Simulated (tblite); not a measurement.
Compound: C5H14P2.
Cartesian coordinates in Å at the GFN2-xTB level; atoms count from 1:
```xyz
21
C5H14P2 angstrom
C      1.1966    1.9328   -0.3909
P      1.0975    0.1232   -0.7946
P      2.3459   -0.5873    0.8381
C     -0.6079   -0.3341   -0.0999
C     -0.6173   -1.8553    0.0585
C     -0.9316    0.3214    1.2388
C     -1.6445    0.0721   -1.1485
H      1.1617    2.1197    0.6807
H      0.3834    2.4584   -0.8876
H      2.1394    2.3087   -0.7889
H      3.4769    0.0114    0.2860
H      2.6275   -1.7983    0.2122
H      0.0670   -2.1585    0.8526
H     -1.6160   -2.2067    0.3151
H     -0.3085   -2.3383   -0.8684
H     -1.8613   -0.0915    1.6295
H     -0.1416    0.1279    1.9652
H     -1.0599    1.3964    1.1343
H     -1.4360   -0.4174   -2.0981
H     -2.6435   -0.2163   -0.8243
H     -1.6367    1.1486   -1.3102
```

Method: GFN2-xTB as coded in tblite; computed harmonic values from a numerical Hessian at the method's own geometry, unscaled. Against measured fundamentals such values can be off by several per cent, at times by over 20. Modes of hydrogen on phosphorus can be 10 to 20 % off. One conformer, not necessarily the lowest.

Harmonic wavenumbers (cm⁻¹): 68.3, 144.1, 165.7, 187.2, 199.0, 201.9, 230.5, 251.0, 262.8, 289.1, 299.3, 354.5, 393.7, 400.5, 500.9, 596.3, 706.1, 744.6, 753.7, 855.5, 875.2, 878.3, 958.7, 962.7, 963.1, 1024.6, 1025.5, 1130.2, 1194.5, 1221.4, 1230.8, 1312.8, 1400.0, 1402.5, 1422.5, 1442.0, 1454.1, 1483.5, 1485.5, 1489.5, 1500.9, 1502.8, 1506.7, 2258.6, 2319.7, 2984.5, 2993.1, 2994.8, 2997.1, 3000.2, 3005.0, 3006.5, 3009.1, 3011.1, 3018.2, 3025.9, 3033.4.

A = 2264, B = 1391, C = 1150 MHz; mass 136.057 u (most abundant isotopes); point group C1, symmetry number 1.

**Question.** What is the zero-point energy?

**Answer.** Half the sum of the wavenumbers: 38565 cm⁻¹ = 461.34 kJ/mol.

**Question.** Entropy at 500 K, 1 bar (ideal gas, RRHO, classical rotation)?

**Answer.** Translation 180.88, rotation 127.26, vibration 221.38: S = 529.5 J/(mol K).

**Question.** And Cp and H(500 K) − H(0)?

**Answer.** Cp = 256.07 J/(mol K), of which vibrations give 222.81 (their classical limit is 57 R = 473.9); H(500 K) − H(0) = 75.78 kJ/mol without the zero-point energy, 59.15 from vibrations.

**Question.** What must be added to the electronic energy to get the Gibbs energy at 500 K and 1 bar?

**Answer.** ZPE + [H(500 K) − H(0)] − T·S = 461.34 + 75.78 − 264.76 = 272.36 kJ/mol.

**Question.** Blend soft modes into free rotors: weight 1/[1 + (100 cm⁻¹/ν̃)⁴] for the oscillator and the rest for a rotor with moment μB/(μ + B), μ = h/(8π²ν), B = 10⁻⁴⁴ kg m². What vibrational entropy results?

**Answer.** 214.99 J/(mol K) in place of 221.38, which changes −T·S at 500 K by +3.20 kJ/mol.

Hindered rotation and anharmonicity are outside this model. Other conformers, if any are populated, would add a mixing term that is left out. The structure is chiral; the term R ln 2 for an equal mix with its mirror image is left out.
